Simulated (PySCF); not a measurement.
**Os (osmium, neutral): PBE calculation**

Configuration: [Xe] 4f14 5d8, high-spin 3F determinant (an excited configuration). Computed with PySCF 2.14 in x2c-TZVPPall, with scalar relativity by spin-free X2C-1e.

| Quantity | Value |
| --- | --- |
| Total energy | -17255.34 hartree |
| One-electron energy | -23669.74 hartree |
| Hartree (Coulomb) energy | 6759.22 hartree |
| Exchange-correlation energy | -344.81 hartree |
| ⟨S²⟩ | 2.0028 |
| ⟨L²⟩ | 12.021 |
| Sum of ⟨r⟩ | 45.23 bohr |
| Sum of ⟨r²⟩ | 62.18 bohr² |
| Langevin diamagnetic susceptibility | -49.2 ×10⁻⁶ cm³/mol |
| Time after the integrals | about 7 core-seconds |

```
shell  electrons  mean orbital energy (hartree)  spread (hartree)  rms radius, mean of both spins (bohr)
 1s β          1                    -2705.10922                 0                                 0.0201
 1s α          1                    -2705.10910                 0                                 0.0201
 2s α          1                     -471.02405                 0                                 0.0810
 2s β          1                     -471.02054                 0                                 0.0810
 2p α          3                     -411.74650                 0                                 0.0738
 2p β          3                     -411.74371                 0                                 0.0738
 3s α          1                     -109.56064                 0                                  0.207
 3s β          1                     -109.55949                 0                                  0.207
 3p α          3                      -92.06015                 0                                  0.209
 3p β          3                      -92.05886                 0                                  0.209
 3d α          5                      -71.76440           0.00265                                  0.191
 3d β          5                      -71.76198           0.00006                                  0.191
 4s α          1                      -22.99726                 0                                  0.459
 4s β          1                      -22.99401                 0                                  0.459
 4p α          3                      -17.22118                 0                                  0.489
 4p β          3                      -17.21817                 0                                  0.489
 4d α          5                       -9.85667           0.00698                                  0.526
 4d β          5                       -9.85315           0.00286                                  0.526
 5s α          1                       -3.20407                 0                                   1.07
 5s β          1                       -3.17454                 0                                   1.07
 4f α          7                       -1.76219           0.01184                                  0.630
 4f β          7                       -1.75530           0.00237                                  0.630
 5p α          3                       -1.74016                 0                                   1.24
 5p β          3                       -1.70255                 0                                   1.24
 5d α          5                       -0.14303           0.02243                                   2.23
 5d β          3                       -0.11026                 0                                   2.23
```

Spin-orbit coupling, absent here, splits the open shell strongly.

Densities and radii are taken from the X2C orbitals without a picture-change correction, which distorts them close to the nucleus.
